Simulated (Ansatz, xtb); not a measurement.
# Two isomers of F2HN2Si

We compare I, `[N]=N[SiH](F)F`, a doublet, with II, `F[Si]1(F)[N]N1`, a doublet. Both are isolated molecules in the gas phase, relaxed with B3LYP-D3(BJ)/def2-SVP; the shapes shown needn't be the lowest conformers.

I (Å):

```xyz
6

F    -1.9435    0.4361    1.9645
F     0.3949    1.2934    2.7428
N     0.3732    0.6778   -0.8880
N     0.1190    0.3654    0.2197
Si   -0.6670    1.3104    1.5403
H    -1.0675    2.6921    1.2216
```

II (Å):

| atom | x (Å) | y (Å) | z (Å) |
| --- | --- | --- | --- |
| F | -2.4976 | 1.3255 | 1.3765 |
| F | -1.1297 | 1.1164 | -0.7527 |
| N | 0.3161 | 2.1872 | 1.5851 |
| N | 0.2790 | 0.7461 | 1.7029 |
| Si | -0.9980 | 1.3654 | 0.8217 |
| H | 0.9911 | 0.2323 | 2.2104 |

Quicker runs give these differences E(II) − E(I): GFN2-xTB +23.3 kcal/mol; HF/STO-3G +35.2 kcal/mol (at GFN2-xTB geometries); r2SCAN-D4/def2-SVP +28.3 kcal/mol (at GFN2-xTB geometries).

Task: Estimate E(II) − E(I) at the level CCSD(T)/def2-SVP.

Result: Calculated at CCSD(T)/def2-SVP: E(II) − E(I) = +35.3 kcal/mol, so structure I lies lower.

The same difference at several levels:

```json
{"level": "GFN2-xTB", "geometry": "GFN2-xTB", "E(II) − E(I) (kcal/mol)": "+23.3", "departure from the last row (kcal/mol)": "−12.0", "job, with rough time for the two": "optimisation, 0.15 s"}
{"level": "HF/STO-3G", "geometry": "GFN2-xTB", "E(II) − E(I) (kcal/mol)": "+35.2", "departure from the last row (kcal/mol)": "−0.1", "job, with rough time for the two": "single point, 0.72 s"}
{"level": "r2SCAN-D4/def2-SVP", "geometry": "GFN2-xTB", "E(II) − E(I) (kcal/mol)": "+28.3", "departure from the last row (kcal/mol)": "−7.1", "job, with rough time for the two": "single point, 6.8 s"}
{"level": "B3LYP-D3(BJ)/def2-SVP", "geometry": "B3LYP-D3(BJ)/def2-SVP", "E(II) − E(I) (kcal/mol)": "+32.1", "departure from the last row (kcal/mol)": "−3.2", "job, with rough time for the two": "optimisation, 74 s"}
{"level": "HF/def2-SVP", "geometry": "B3LYP-D3(BJ)/def2-SVP", "E(II) − E(I) (kcal/mol)": "+40.1", "departure from the last row (kcal/mol)": "+4.8", "job, with rough time for the two": "part of the CCSD(T) run"}
{"level": "MP2/def2-SVP", "geometry": "B3LYP-D3(BJ)/def2-SVP", "E(II) − E(I) (kcal/mol)": "+30.4", "departure from the last row (kcal/mol)": "−5.0", "job, with rough time for the two": "part of the CCSD(T) run"}
{"level": "CCSD(T)/def2-SVP", "geometry": "B3LYP-D3(BJ)/def2-SVP", "E(II) − E(I) (kcal/mol)": "+35.3", "departure from the last row (kcal/mol)": "", "job, with rough time for the two": "single point, 32 s"}
```

As drawn, II has 1 N–Si, 1 N–N, 1 N–H in place of 1 N=N, 1 Si–H. Structure I has no ring, II a 3-membered ring.

None of the levels shown reverses the order. The largest departure from CCSD(T)/def2-SVP is that of GFN2-xTB, 12.0 kcal/mol.

With harmonic frequencies from B3LYP-D3(BJ)/def2-SVP (ideal gas, rigid rotor, one conformer each, 400 K, 1 atm): the zero-point term adds +1.5 kcal/mol; ΔH is +36.6 and ΔG +37.5 kcal/mol.

Open shells are spin-unrestricted, with notable spin contamination under HF/def2-SVP, MP2/def2-SVP, CCSD(T)/def2-SVP. The correlated steps freeze 9 core orbitals. Codes used: Ansatz 0.2.0, xtb 6.7.1; the last row on 1 thread of Intel(R) Xeon(R) 6975P-C (Granite Rapids) on a shared host.
